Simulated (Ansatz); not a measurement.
Method: frozen-core CCSD(T)/cc-pVTZ // B3LYP-D3(BJ)/def2-TZVP (Ansatz, an electronic-structure program).

Ansatz 0.2 input:
```yaml
crystal:
  periodic: [false, false, false]
  atoms:
    - { symbol: S, position_ang: [2.363754, 0.430778, -0.759895] }
    - { symbol: Ga, position_ang: [0.268913, 0.204467, -0.096458] }
    - { symbol: S, position_ang: [-0.540935, -1.8245, 0.26618] }
    - { symbol: S, position_ang: [-0.907194, 2.058519, 0.168104] }
    - { symbol: H, position_ang: [2.600284, -0.892294, -0.75361] }
    - { symbol: H, position_ang: [-1.757591, -1.391574, 0.637738] }
    - { symbol: H, position_ang: [-2.027231, 1.414604, 0.537942] }
basis:
  gaussian: { orbitals: cc-pVTZ }
correlation:
  method: ccsd_t
```

Output:

```
Functional definition: HF
1103 factors; integrals over basis functions are off by at most 1.2e-3 eV
mean field evaluation 1: about -84837.9541 eV, gradient 2.1e1 eV
mean field evaluation 2: about -84838.0891 eV, gradient 2.1e1 eV
mean field evaluation 4: about -84839.8705 eV, gradient 3.0e0 eV
mean field evaluation 8: about -84839.9190 eV, gradient 2.4e-1 eV
mean field evaluation 16: about -84839.4212 eV, gradient 1.0e1 eV
mean field -84839.91940510 eV, -3117.8095315746 hartree, gradient 7.1e-6 eV, S^2 0.000000; 0 other end points of the search recorded, 0 dependent functions left out
24 core orbitals not correlated
reference -84839.91940510 eV, -3117.8095315746 hartree; 17, 17 occupied and 146, 146 virtual orbitals, 1103 factors
second order -18.58281347 eV of doubles, -0.00000000 eV of singles
cycle   1  -19.36186591 eV  change   -7.8e-1 eV  update   1.1e-1
cycle   2  -19.91160620 eV  change   -5.5e-1 eV  update   3.0e-2
cycle   3  -19.99780469 eV  change   -8.6e-2 eV  update   1.5e-2
cycle   4  -19.99141855 eV  change    6.4e-3 eV  update   3.4e-3
cycle   5  -19.99004508 eV  change    1.4e-3 eV  update   1.2e-3
cycle   6  -19.98946062 eV  change    5.8e-4 eV  update   3.7e-4
cycle   7  -19.98941136 eV  change    4.9e-5 eV  update   1.2e-4
cycle   8  -19.98945739 eV  change   -4.6e-5 eV  update   3.7e-5
cycle   9  -19.98945938 eV  change   -2.0e-6 eV  update   1.3e-5
perturbative correction -1.00385267 eV, -0.0368909051 hartree
Total energy: -84860.91271714 eV, -3118.5810215624 hartree
```

Cost: around 2.2 core-minutes (rough).
